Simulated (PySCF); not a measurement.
From computed data to an observable: chemical shift, span and skew from a shielding tensor

B(H)(OH)(NH2) (BH4NO), SMILES OBN. Atoms are numbered in the order given.

```xyz
7

B     -0.5032     0.0465     0.0000
H     -1.6994     0.0535     0.0000
O      0.1246     1.2660     0.0000
H      1.0864     1.2123     0.0000
N      0.1801    -1.1828     0.0000
H     -0.3105    -2.0601     0.0000
H      1.1822    -1.2859     0.0000
```

The structure is a stationary point at r2SCAN-D4/def2-TZVP. Other conformers were not sampled.

GIAO shieldings from PySCF with PBE0/pcSseg-2, non-relativistic, no solvent. The symmetric part of the tensor of N5 has the principal values 119.0, 203.2, 243.0 ppm. The same nucleus in NH3 has σ = 263.3 ppm at this level (PySCF, at its B3LYP-D3(BJ)/def2-TZVP geometry).

Problem. Work out the isotropic shielding, the ¹⁵N shift against NH3, the span and the skew.

Solution. 
σ(iso) = (σ11 + σ22 + σ33)/3 = 188.4 ppm. δ = σ(ref) − σ(iso) = 263.3 − (188.4) = 74.9 ppm.
Span Ω = σ33 − σ11 = 124.0 ppm. Skew κ = 3(σ(iso) − σ22)/Ω = -0.36. Tumbling in solution averages the tensor to δ; in a static solid the shielding alone would spread this spin-1/2 line over Ω.
